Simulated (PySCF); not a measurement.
Does the answer move with the share of exact exchange?

B2FH4N.
InChI=1S/B2FH4N/c1-4-2-3/h2,4H,1H2

Torsions of this conformer, `[BH2:1][NH:2][BH:3][F:4]`: B1–N2–B3–F4 180°.

PySCF, def2-SVPD basis, density fitting, gas phase, PBE0-D3(BJ)/def2-SVP geometry; singlet excitations by full TDDFT with frozen cores, triplets by Tamm–Dancoff TDDFT and ionisation energies by ΔSCF, from the lowest of the holes tried. One functional is left out:

```
functional  exact exchange (%)  HOMO energy (eV)  LUMO energy (eV)  lowest singlet excitation (eV)  lowest triplet excitation (eV)  mean polarisability (au)  vertical ionisation energy (eV)
       LDA                   0             -7.93             -2.40                            5.71                            5.29                      40.6                            11.90
       PBE                   0             -7.92             -2.11                            5.95                            5.41                      40.0                            11.87
      PBE0                  25             -9.39             -1.07                            6.48                            5.79                      38.0                            11.89
 BHandHLYP                  50            -10.83              0.03                            6.94                            6.25                      36.4                            11.91
```

Q: Predict the row of B3LYP (20 % exact exchange) by straight lines through the other rows, and check it.

A: 
```
                       property   line  computed  computed − line  PBE0 (25 %), for comparison
               HOMO energy (eV)  -9.09     -9.20            -0.11                        -9.39
               LUMO energy (eV)  -1.33     -1.30            +0.03                        -1.07
 lowest singlet excitation (eV)   6.30      6.46            +0.16                         6.48
 lowest triplet excitation (eV)   5.71      5.88            +0.17                         5.79
       mean polarisability (au)   38.7      38.4             -0.3                         38.0
vertical ionisation energy (eV)  11.89     11.89             0.00                        11.89
```

Q: Which of these properties follows the share of exact exchange most closely, and which least?

A: Most closely the HOMO energy, least the vertical ionisation energy; the correlations over the tabulated rows are HOMO energy -1.000, LUMO energy 0.994, lowest triplet excitation 0.994, mean polarisability -0.988, lowest singlet excitation 0.980, vertical ionisation energy 0.663. The HOMO energy moves by -0.581 eV for every 10 %. Functionals with the same share still differ in their other parts: at 0 % LDA and PBE differ by 0.01 eV in it.
